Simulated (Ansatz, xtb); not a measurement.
## CH3Cl2Si+: where a starting geometry ends

The starting geometry of this gas-phase singlet was built from a drawn formula by distance geometry and a force field; its bonds are those of `ClC[SiH+]Cl`.

```xyz
7

C    -0.1561   -0.3706    1.6383
Cl    0.7401   -1.7348    2.2488
Cl   -2.8877    1.2475    1.6052
Si   -1.6866   -0.1727    2.4889
H    -0.3340   -0.5521    0.5455
H     0.5001    0.5282    1.6882
H    -1.4993    0.2635    3.8997
```

Problem. Where would you expect an optimisation with r2SCAN-D4/def2-SVP to take it?

Solution. A new bond forms, giving a structure with Cl2 bridging C1 and Si4, given below by its coordinates. Contacts that close: Cl2–Si4 (2.90 → 2.24 Å).

The energy falls by 1.57 eV over 18 steps:

```json
{"step": "1", "E − E(last) (eV)": "1.570"}
{"step": "3", "E − E(last) (eV)": "0.617"}
{"step": "5", "E − E(last) (eV)": "0.527"}
{"step": "7", "E − E(last) (eV)": "0.496"}
{"step": "9", "E − E(last) (eV)": "0.437"}
{"step": "10", "E − E(last) (eV)": "0.377"}
{"step": "12", "E − E(last) (eV)": "0.201"}
{"step": "14", "E − E(last) (eV)": "0.021"}
{"step": "16", "E − E(last) (eV)": "0.001"}
{"step": "18", "E − E(last) (eV)": "0.000"}
```

Final geometry (Å):

```xyz
7

C     0.0278   -0.0615    1.4542
Cl   -0.3799   -1.7756    2.1968
Cl   -3.2477    0.2586    1.7822
Si   -1.4199    0.1793    2.5638
H    -0.1075   -0.1350    0.3667
H     1.0451    0.2015    1.7748
H    -1.2415    0.5418    3.9762
```

From the same start GFN2-xTB ends elsewhere, differing in Cl2–Si4 (2.60 against 2.24 Å here).

No frequencies were run, so the end isn't proven a minimum. Run with Ansatz 0.2.0, 30 s on 2 threads of Intel(R) Xeon(R) Platinum 8488C (Sapphire Rapids) (shared host).
